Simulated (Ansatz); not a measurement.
Molecule: C2H11NSi2, charge 0, multiplicity 1. 
Structure (B3LYP-D3(BJ)/def2-TZVP (Ansatz, an electronic-structure program) minimum search):
```xyz
16

Si    -0.8459    -0.0418    -0.6036
C     -1.9028     1.5025    -0.5686
C     -1.2846    -1.2034     0.7954
N      0.8361     0.3655    -0.4473
Si     2.0253    -0.2735     0.6297
H     -1.0931    -0.7284    -1.9017
H     -2.9581     1.2571    -0.7111
H     -1.6159     2.1951    -1.3636
H     -1.7987     2.0250     0.3849
H     -2.3316    -1.5046     0.7178
H     -0.6788    -2.1117     0.7731
H     -1.1453    -0.7264     1.7679
H      1.1956     1.0267    -1.1215
H      2.2239    -1.7351     0.4591
H      3.3062     0.4178     0.3505
H      1.6568    -0.0550     2.0501
```

Total electronic energies in hartree. Cores are frozen in the correlated levels unless marked. Spin-orbit coupling is left out. No relativistic terms. CBS marks a two-point X^-3 extrapolation of the correlation energy; Hartree-Fock from the larger set.

```
level                                        program  energy (Eh)
------------------------------------  --------------  -----------
HF/STO-3G                                     Ansatz   -706.24063
HF/6-31G                                      Ansatz   -714.33180
BLYP-D3(BJ)/def2-TZVPD                Ansatz + dftd3   -716.64927
PBE0-D3(BJ)/def2-TZVP                 Ansatz + dftd3   -716.30765
PBE0-D4/def2-TZVPD                    Ansatz + dftd4   -716.30819
SCS-MP2/cc-pV(Q+d)Z                           Ansatz   -715.53882
CCSD/6-31G*                                   Ansatz   -715.13749
CCSD(T)/aug-cc-pV(D+d)Z                       Ansatz   -715.35547
CCSD(T)/CBS(cc-pV(T+d)Z,cc-pV(Q+d)Z)          Ansatz    -715.6452
```

Totals of different functionals don't rank their quality; only differences between species are comparable.
